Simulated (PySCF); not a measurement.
## C₆ coefficients of unlike pairs at B97-3

Calculated with PySCF 2.14 from the dipole response of each species, C₆(A,B) = (3/π) ∫ α_A(iu) α_B(iu) du, in atomic units, from isotropic polarisabilities. For ions this is the dispersion term alone; charge-induced terms of lower order in 1/R come first.

| species | configuration | basis | relativity | α (bohr³) | C₆ (like pair) |
| --- | --- | --- | --- | --- | --- |
| Te | [Kr] 4d10 5s2 5p4 (3P) | aug-cc-pVTZ-PP with ECP28MDF (6s5p4d2f) | core potential | 39.58 | 429.7 |
| O | [He] 2s2 2p4 (3P) | dyall-av3z (15s9p3d2f) | spin-free X2C | 5.102 | 15.37 |
| Pd³⁺ | [Kr] 4d7 (4F) | x2c-QZVPPall with one added diffuse shell each of s, p, d, f, g type (14s9p8d5f3g) | spin-free X2C | 4.349 | 19.85 |
| Zn⁺ | [Ar] 3d10 4s1 (2S) | aug-cc-pwCVDZ-PP with ECP10MDF (6s6p5d3f) | core potential | 17.05 | 64.78 |

**Question.** Estimate C₆ for Zn⁺ with Pd³⁺.

**Answer.** The integral gives 29.72. The combination rule 2 C_A C_B / (C_A α_B/α_A + C_B α_A/α_B) gives 27.26 and the geometric mean 35.86.

No spin-orbit coupling is included.

The other pairs:

```csv
pair,C₆
"Zn⁺, O",29.11
"Zn⁺, Te",165.5
"Pd³⁺, O",16.87
"O, Te",76.24
"Pd³⁺, Te",76.84
```
